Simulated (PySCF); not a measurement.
Correlation energy of Pt (platinum, neutral)

[Xe] 4f14 5d9 6p1, one real determinant (an excited configuration). Calculation: PySCF 2.14, in def2-TZVPPD with the def2 core potential (60 electrons) (6s5p3d2f1g, 59 functions); a scalar-relativistic core potential. Frozen: 5s2 5p6; 10 electrons correlated.

MP2 pair energies summed by pair of shells (mhartree):

```json
{"pair": "5d-5d", "energy": "-257.90", "share (%)": "93.7"}
{"pair": "5d-6p", "energy": "-17.47", "share (%)": "6.3"}
```

Total MP2 correlation energy: -275.38 mhartree.

Same-spin part -97.70 and opposite-spin part -177.67 mhartree; SCS-MP2 scales them by 1/3 and 6/5 to -245.78 mhartree.

The reference is one real determinant that mixes LS terms of this configuration.
